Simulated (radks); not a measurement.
Charge is removed step by step from the 3d (averaged over the sub-levels emptied) level of the osmium ion Os26+, starting from [Kr] 4d10 4f4. Method: Dirac Kohn-Sham, PBE, spin-unpolarised, spherical densities, finite nucleus; open shells are shared between the two j in proportion to 2j + 1; Fermi nuclear charge, rms radius 5.4126 fm; computed with a radial shooting solver on a logarithmic mesh with Libxc functionals.

| removed (e) | E - E(0) (eV) | eigenvalue (eV) | E minus straight line (eV) |
|---|---|---|---|
| 0 | 0.000 | -2798.9 | 0.000 |
| 0.25 | 703.06 | -2825.6 | -10.039 |
| 0.5 | 1412.8 | -2852.3 | -13.404 |
| 0.75 | 2129.2 | -2879.2 | -10.066 |
| 1 | 2852.4 | -2906.2 | 0.000 |

Removing the whole electron costs 2852.4 eV by Delta-SCF, against 2798.9 eV from minus the eigenvalue at the starting occupation. Slater's transition state (half an electron removed) gives 2852.3 eV. Integrating minus the eigenvalue over the occupation (Janak's theorem) gives 2852.4 eV. The mean slope of the eigenvalue, de/dn, is 107 eV per electron.
